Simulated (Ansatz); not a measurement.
Basis-set extrapolation for CH₆B₂S (PBE0-D4/def2-TZVP geometry, frozen core, Ansatz). Multiplicity 1, RHF reference.

```
                      def2-TZVPP   def2-QZVPP
                 HF  -488.248671  -488.264200
    MP2 correlation    -0.565351    -0.604611
CCSD(T) correlation    -0.644039      not run
```

Energies in hartree. Use E(X) = E(∞) + A·exp(−7.88·√X) for Hartree–Fock and E(X) = E(∞) + B·X^(−2.97) for correlation, with X = 3 and 4, and add CCSD(T) minus MP2 of the smaller set to the MP2 limit.

Task: What is the CCSD(T) energy at the basis-set limit?

Result: HF limit: -488.264200 + (-0.015529) × 0.13774 = -488.26634. MP2 limit: -0.604611 + (-0.039260) × 0.74074 = -0.63369. Higher-order term: -0.644039 − (-0.565351) = -0.07869. Total: -488.97872 hartree, 54.0 kcal/mol below CCSD(T)/def2-TZVPP.
